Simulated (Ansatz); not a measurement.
B4P4H14, a cluster cut from wurtzite BP (hydrogen-capped), 22 atoms. Hardware: 4 threads of Arm Neoverse V2 on a shared host.

Correlated methods freeze 24 core orbitals.

Q: How many basis functions does each of these Ansatz runs have, and roughly what does it cost? RPA@PBE/def2-TZVP, charge 0 singlet, energy, from earlier orbitals; PBE-D4/def2-SVP, charge 0 singlet, relaxation, 4 steps; PBE0-D4/def2-TZVPD, charge 0 singlet, energy, from earlier orbitals; PBE0-D4/def2-SVP, charge -1 doublet at the geometry of the charge 0 singlet, energy; PBE0-D4/def2-TZVP, charge 0 triplet at the geometry of the charge 0 singlet, energy; PBE-D4/def2-SVP, charge -1 doublet at the geometry of the charge 0 singlet, energy, from earlier orbitals; B3LYP-D4/def2-TZVPD, charge 0 singlet, energy, from earlier orbitals; MP2/def2-TZVP, charge 0 singlet, energy, from earlier orbitals; PBE0-D4/def2-TZVP, charge 1 doublet at the geometry of the charge 0 singlet, energy; B2PLYP/def2-TZVP, charge 0 singlet, energy, from earlier orbitals; PBE0-D4/def2-TZVP, charge 0 singlet, energy and forces, from earlier orbitals; PBE-D4/def2-SVP, charge 0 singlet, energy, from earlier orbitals.

A: Other jobs shared the machine, so times can vary by a factor of up to 3. A dash marks memory too small to be measured apart from the calling script's.

| run | functions | fitting or Cholesky vectors | wall time | peak host memory (GiB) |
| --- | --- | --- | --- | --- |
| PBE-D4/def2-SVP, charge 0 singlet, energy, from earlier orbitals | 198 | 2256 | 2.9 s | – |
| PBE-D4/def2-SVP, charge 0 singlet, relaxation, 4 steps | 198 | 2256 | 9.5 s | – |
| MP2/def2-TZVP, charge 0 singlet, energy, from earlier orbitals | 356 | 2363 | 11 s | 1.7 |
| PBE-D4/def2-SVP, charge -1 doublet at the geometry of the charge 0 singlet, energy, from earlier orbitals | 198 | 2256 | 16 s | 0.84 |
| RPA@PBE/def2-TZVP, charge 0 singlet, energy, from earlier orbitals | 356 | 2363 | 16 s | 1.6 |
| PBE0-D4/def2-TZVP, charge 0 singlet, energy and forces, from earlier orbitals | 356 | 2420 | 18 s | 1.7 |
| B2PLYP/def2-TZVP, charge 0 singlet, energy, from earlier orbitals | 356 | 2363 | 18 s | 1.8 |
| PBE0-D4/def2-TZVPD, charge 0 singlet, energy, from earlier orbitals | 446 | 2542 | 19 s | 2.4 |
| B3LYP-D4/def2-TZVPD, charge 0 singlet, energy, from earlier orbitals | 446 | 2486 | 20 s | 2.4 |
| PBE0-D4/def2-SVP, charge -1 doublet at the geometry of the charge 0 singlet, energy | 198 | 1943 | 32 s | 1.2 |
| PBE0-D4/def2-TZVP, charge 0 triplet at the geometry of the charge 0 singlet, energy | 356 | 2363 | 65 s | 2.4 |
| PBE0-D4/def2-TZVP, charge 1 doublet at the geometry of the charge 0 singlet, energy | 356 | 2363 | 3 min | 2.9 |
